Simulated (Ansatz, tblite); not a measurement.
Removing and adding an electron: the cluster Sn2S4. Total charge 0; singlet. Geometry: PBE-D4/def2-SVP. Ansatz, gas phase; energy differences of separate SCF runs; the oxidised species was run as a doublet alone; the reduced species was run as a doublet alone.

```xyz
6

Sn   -0.415   -0.660   -1.751
Sn    0.420    0.658    1.755
S    -0.880   -1.414    0.773
S     0.876    1.418   -0.770
S     1.176   -1.744    1.312
S    -1.177    1.742   -1.319
```

In the def2 sets Sn takes a core potential; there is no spin–orbit coupling. The xTB rows come from tblite. Correlated methods freeze 28 core orbitals; core or outer-core shells of Sn are correlated, in sets that lack core-valence functions. The rows differ in basis, and correlated rows in double-zeta sets carry the largest basis error. In CCSD on the charge 1 doublet the largest single amplitude is 0.23, so its Hartree–Fock determinant may place the open shell otherwise than the density functionals do. The structure comes from a short search, and lower isomers may exist.

Estimate orbital energies and vertical ionisation energies and electron affinities at: GFN1-xTB; GFN2-xTB; HF/def2-SVP; PBE-D4/def2-TZVP; PBE-D4/def2-TZVPD; r2SCAN-D4/def2-TZVP; r2SCAN-D4/def2-TZVPD; PBE0-D4/def2-TZVP; PBE0-D4/def2-TZVPD; MP2/def2-SVP; CCSD/def2-SVP; CCSD(T)/def2-SVP.


```tsv
level	−HOMO (eV)	vertical IE (eV)	−LUMO (eV)	vertical EA (eV)	HOMO–LUMO gap (eV)	IE − EA (eV)	remarks
GFN1-xTB	9.83	12.69	7.06	4.39	2.77	8.30	–
GFN2-xTB	10.33	12.77	8.35	6.08	1.99	6.69	–
HF/def2-SVP	–	7.57	–	–	–	–	–
PBE-D4/def2-TZVP	5.22	7.57	2.86	–	2.36	–	–
PBE-D4/def2-TZVPD	5.27	–	2.92	1.05	2.35	–	HOMO above zero (-1 doublet)
r2SCAN-D4/def2-TZVP	5.47	7.73	2.76	–	2.71	–	–
r2SCAN-D4/def2-TZVPD	5.49	–	2.78	1.02	2.71	–	HOMO above zero (-1 doublet)
PBE0-D4/def2-TZVP	6.29	7.89	2.19	–	4.09	–	–
PBE0-D4/def2-TZVPD	6.31	–	2.24	0.96	4.07	–	HOMO above zero (-1 doublet)
MP2/def2-SVP	–	8.08	–	–	–	–	–
CCSD/def2-SVP	–	7.84	–	–	–	–	–
CCSD(T)/def2-SVP	–	7.73	–	–	–	–	–
```

   A HOMO above zero means that the electron is unbound at that level or that self-interaction error raises the level; the energy of removing that electron tells which. Raw xTB energy differences between charge states are shifted by several eV; the methods need an empirical correction for them.
